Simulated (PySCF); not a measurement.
Coordinates in bohr (charge -1 multiplicity 1):
```
Tl    0.0000    0.0000    0.0000
H    -1.9591   -1.9591    1.9591
H    -1.9591    1.9591   -1.9591
H     1.9591    1.9591    1.9591
H     1.9591   -1.9591   -1.9591
```

Method: PBE0/[Tl def2-TZVPD with ECP60, H def2-TZVPD], scalar-relativistic core potentials, density fitting, no spin–orbit coupling, PySCF.

This geometry of TlH₄⁻ is a stationary point at this level.

(1) What is the point group?

(2) Is it a minimum?

(3) List the harmonic modes with their infrared intensities.

(4) What are the dipole moment and the gap between the highest occupied and lowest empty levels?

(5) Give the ideal-gas entropy at 298.15 K and 1 bar by parts.

## Answers

(1) Td.

(2) Yes: all harmonic wavenumbers are real.

(3) 
```csv
symmetry,ω (cm⁻¹),"IR (km/mol, summed over degenerate members)"
t2,543,1118
e,607,0.0
t2,1560,2410
a1,1613,0.0
```

(4) 0.00 D about the centre of mass and 5.77 eV.

(5) translation 175.5, rotation 54.8, vibration 10.8, spin 0.0; total 241.1 J/(mol K).

Other isomers or separated fragments may lie lower. The lowest empty level of this anion is unbound, so it and the gap depend on the basis. With an element this heavy the missing spin–orbit coupling can shift these numbers.
